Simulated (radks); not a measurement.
Question: All-electron atom: the cerium ion Ce34.875+ in [Ne] 3s2 3p(1/2: 2, 3/2: 3.125) 3d6 (fractional occupations, a model configuration). All-electron calculation, Dirac Kohn-Sham, PBEsol, spin-unpolarised, spherical densities, finite nucleus; open shells fill j = l - 1/2 first; Fermi nuclear charge, rms radius 4.8771 fm. Program: a radial shooting solver on a logarithmic mesh with Libxc functionals.

Spin-orbit splittings of the eigenvalues, e(l+1/2) - e(l-1/2), with zeta = 2 splitting/(2l+1) and mean radii in bohr:

shell   occ.  splitting (eV)  zeta (eV)  <r> j=l-1/2  <r> j=l+1/2
2p         6               ?          ?      0.08744      0.09354
3p     5.125           100.6      67.07       0.2529       0.2632
3d         6           22.85      9.140       0.2313       0.2344

Estimate the 2p splitting.

Answer: 451.3 eV (zeta = 300.9 eV).
